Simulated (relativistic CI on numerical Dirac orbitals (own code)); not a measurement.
**Electric-dipole transitions in I XV**

Method of calculation: Dirac-Coulomb-Breit CI, orbitals from a KLI potential per configuration, QED by a radiative potential, unscaled Slater integrals (own radial code, finite nucleus).

Configuration list (outside the closed core [Ar] 3d10): 4s2.4p6.4d3, 4s2.4p5.4d4, 4s2.4p6.4d2.4f, 4s.4p6.4d4, 4s2.4p6.4d2.5s, 4s2.4p5.4d3.4f, 4s2.4p6.4d2.5p, 4s.4p6.4d3.4f, 4s2.4p6.4d.4f.5s, 4s2.4p6.4d2.5d, 4s2.4p6.4d.5s.5p, 4s2.4p5.4d3.5s, 4s2.4p6.4d2.5f, 4s2.4p6.4d2.6s, 4s2.4p6.4d2.6p, 4s2.4p5.4d3.5p, 4s2.4p6.4d2.5g, 4s2.4p6.4d2.6d, 4s2.4p6.4d2.6f, 4s2.4p6.4d2.7s, 4s.4p6.4d3.5s, 4s2.4p6.4d2.7p, 4s2.4p6.4d.4f2, 4s2.4p6.4f3, 4s2.4p6.4f2.5s, 4s2.4p5.4d.4f3, 4s2.4p6.4f2.5p, 4s2.4p6.4d.5s2, 4s2.4p6.4f.5s2, 4s2.4p5.4d.4f.5s2, 4s2.4p6.5s2.5p, 4s2.4p6.4d.5p2, 4s2.4p6.4f.5p2, 4s2.4p6.5s.5p2, 4s2.4p5.4d.4f.5p2, 4s2.4p6.5p3. Double excitations out of closed p, d and f shells are left out; levels of such configurations are missing from the list, as are those of other unlisted configurations, and high levels can miss mixing partners. These lack a partner that the ground configuration has and come out too high: 4s.4p6.4d3.4f, 4s2.4p6.4d2.5d, 4s2.4p5.4d3.5s, 4s2.4p6.4d2.5f, 4s2.4p6.4d2.6s.

```
λ vac (nm)                     Lower                          Upper   A (s⁻¹)  log gf  S velocity/length
    10.279    4s2.4p6.4d3 4F_9/2 [4]      4s2.4p5.4d4 4D°_7/2 [273]  3.05e+11    0.59               0.69
    10.358  4s2.4p6.4d3 2H_11/2 [12]     4s2.4p5.4d4 2H°_11/2 [289]  7.18e+11    1.14               0.69
    10.398   4s2.4p6.4d3 2D_3/2 [18]      4s2.4p5.4d4 2D°_3/2 [329]  1.35e+12    0.94               0.66
    10.430   4s2.4p6.4d3 2G_9/2 [14]     4s2.4p5.4d4 2H°_11/2 [289]  7.08e+11    1.14               0.78
    10.459   4s2.4p6.4d3 2F_7/2 [17]      4s2.4p5.4d4 2F°_7/2 [299]  8.87e+11    1.07               0.74
    10.472  4s2.4p6.4d3 2H_11/2 [12]     4s2.4p5.4d4 2H°_11/2 [282]  6.46e+11    1.11               0.72
    10.489    4s2.4p6.4d3 4P_5/2 [9]      4s2.4p5.4d4 4D°_7/2 [273]  6.90e+11    0.96               0.72
    10.492    4s2.4p6.4d3 4P_3/2 [5]      4s2.4p5.4d4 4P°_1/2 [261]  1.15e+12    0.58               0.72
    10.506   4s2.4p6.4d3 2D_5/2 [19]      4s2.4p5.4d4 2D°_5/2 [324]  1.23e+12    1.09               0.67
    10.507   4s2.4p6.4d3 2F_5/2 [16]      4s2.4p5.4d4 2G°_7/2 [293]  7.74e+11    1.01               0.73
    10.512    4s2.4p6.4d3 4P_5/2 [9]      4s2.4p5.4d4 4D°_5/2 [270]  6.76e+11    0.83               0.72
    10.520    4s2.4p6.4d3 4F_7/2 [3]      4s2.4p5.4d4 4F°_9/2 [255]  1.90e+11    0.50               0.80
    10.534   4s2.4p6.4d3 2F_7/2 [17]      4s2.4p5.4d4 2G°_9/2 [290]  9.03e+11    1.18               0.73
    10.545   4s2.4p6.4d3 2G_9/2 [14]     4s2.4p5.4d4 2H°_11/2 [282]  5.84e+11    1.07               0.83
    10.566   4s2.4p6.4d3 2D_5/2 [19]      4s2.4p5.4d4 2F°_7/2 [321]  1.23e+12    1.22               0.75
    10.566   4s2.4p6.4d3 2G_9/2 [14]      4s2.4p5.4d4 2G°_9/2 [281]  1.06e+12    1.25               0.76
    10.588    4s2.4p6.4d3 2H_9/2 [8]      4s2.4p5.4d4 2G°_9/2 [265]  9.19e+11    1.19               0.73
    10.593   4s2.4p6.4d3 2P_3/2 [15]      4s2.4p5.4d4 2D°_5/2 [285]  8.67e+11    0.94               0.79
    10.594    4s2.4p6.4d3 4F_9/2 [4]      4s2.4p5.4d4 4F°_9/2 [255]  9.77e+11    1.22               0.79
    10.597    4s2.4p6.4d3 2H_9/2 [8]  4s2.4p6.4d2.4f 2I°_11/2 [264]  1.14e+12    1.36               0.83
    10.603    4s2.4p6.4d3 4F_3/2 [1]      4s2.4p5.4d4 4D°_1/2 [243]  9.04e+11    0.48               0.77
    10.610    4s2.4p6.4d3 2G_7/2 [7]      4s2.4p5.4d4 2G°_7/2 [263]  9.26e+11    1.10               0.75
    10.612    4s2.4p6.4d3 4F_3/2 [1]   4s2.4p6.4d2.4f 4G°_5/2 [242]  3.04e+11    0.49               0.80
    10.622  4s2.4p6.4d3 2H_11/2 [12]  4s2.4p6.4d2.4f 2I°_13/2 [274]  1.23e+12    1.46               0.85
    10.623    4s2.4p6.4d3 4F_7/2 [3]   4s2.4p6.4d2.4f 4G°_9/2 [250]  1.02e+12    1.24               0.80
    10.624    4s2.4p6.4d3 2G_7/2 [7]   4s2.4p6.4d2.4f 2H°_9/2 [262]  1.04e+12    1.24               0.81
    10.629    4s2.4p6.4d3 4F_5/2 [2]   4s2.4p6.4d2.4f 4G°_7/2 [246]  1.03e+12    1.15               0.80
    10.643    4s2.4p6.4d3 4F_9/2 [4]  4s2.4p6.4d2.4f 4G°_11/2 [253]  1.19e+12    1.38               0.81
    10.647   4s2.4p6.4d3 2D_3/2 [10]   4s2.4p6.4d2.4f 2F°_5/2 [268]  9.43e+11    0.98               0.78
    10.648    4s2.4p6.4d3 4P_3/2 [5]      4s2.4p5.4d4 4D°_5/2 [254]  1.01e+12    1.01               0.75
    10.655   4s2.4p6.4d3 2G_9/2 [14]      4s2.4p5.4d4 2F°_7/2 [276]  5.79e+11    0.90               0.80
    10.657    4s2.4p6.4d3 4F_3/2 [1]      4s2.4p5.4d4 4F°_5/2 [241]  9.35e+11    0.98               0.80
    10.657   4s2.4p6.4d3 2D_3/2 [18]   4s2.4p6.4d2.4f 2F°_5/2 [314]  9.60e+11    0.99               0.76
    10.660    4s2.4p6.4d3 4F_7/2 [3]      4s2.4p5.4d4 4F°_7/2 [248]  8.95e+11    1.09               0.80
    10.665    4s2.4p6.4d3 2G_7/2 [7]      4s2.4p5.4d4 2F°_5/2 [259]  9.62e+11    0.99               0.81
    10.667    4s2.4p6.4d3 4P_1/2 [6]      4s2.4p5.4d4 4D°_3/2 [256]  7.65e+11    0.72               0.76
    10.675    4s2.4p6.4d3 4F_5/2 [2]      4s2.4p5.4d4 4D°_3/2 [245]  7.71e+11    0.72               0.79
    10.691    4s2.4p6.4d3 4F_7/2 [3]      4s2.4p5.4d4 4D°_5/2 [247]  8.31e+11    0.93               0.79
    10.697    4s2.4p6.4d3 4F_9/2 [4]      4s2.4p5.4d4 4D°_7/2 [251]  6.10e+11    0.92               0.79
    10.698    4s2.4p6.4d3 4F_9/2 [4]   4s2.4p6.4d2.4f 4G°_9/2 [250]  2.25e+11    0.59               0.78
    10.699  4s2.4p6.4d3 2H_11/2 [12]      4s2.4p5.4d4 2G°_9/2 [269]  5.22e+11    0.95               0.84
    10.708    4s2.4p6.4d3 2H_9/2 [8]      4s2.4p5.4d4 2G°_7/2 [258]  7.78e+11    1.03               0.83
    10.718    4s2.4p6.4d3 4F_5/2 [2]   4s2.4p6.4d2.4f 4G°_5/2 [242]  8.85e+11    0.96               0.80
    10.751   4s2.4p6.4d3 2D_3/2 [10]      4s2.4p5.4d4 2D°_3/2 [260]  7.95e+11    0.74               0.83
    10.779    4s2.4p6.4d3 4F_3/2 [1]   4s2.4p6.4d2.4f 4F°_3/2 [240]  1.08e+12    0.88               0.80
```

Terms are leading LS components. Brackets give the number of a level in order of energy, since labels repeat. The list gives strong lines, with weight on those to low levels, among the lowest 400 of 7696 levels, so that lines to higher ones, which can be the strongest, are missing. Levels whose partners in the same complex of configurations lie outside the list can be far off, and so can their lines. Rates are taken at the computed energies, electric ones in the length gauge. A velocity-to-length ratio far from 1 marks an uncertain rate.

At this charge energies of transitions that change n are usually good to better than 1 %, and those within a shell (Δn = 0) to a few per cent. Terms inside the open d or f shell come out 10 to 20 % too wide with unscaled integrals. Levels and lines within the n = 5 or 6 shells can be off by up to 10 % or somewhat more, and those that change n by about 2 %, since core polarisation is missing.

LS names give the leading component of a level, which can be under half, so a name can repeat, a term be missing and a line seem to break the LS rules.
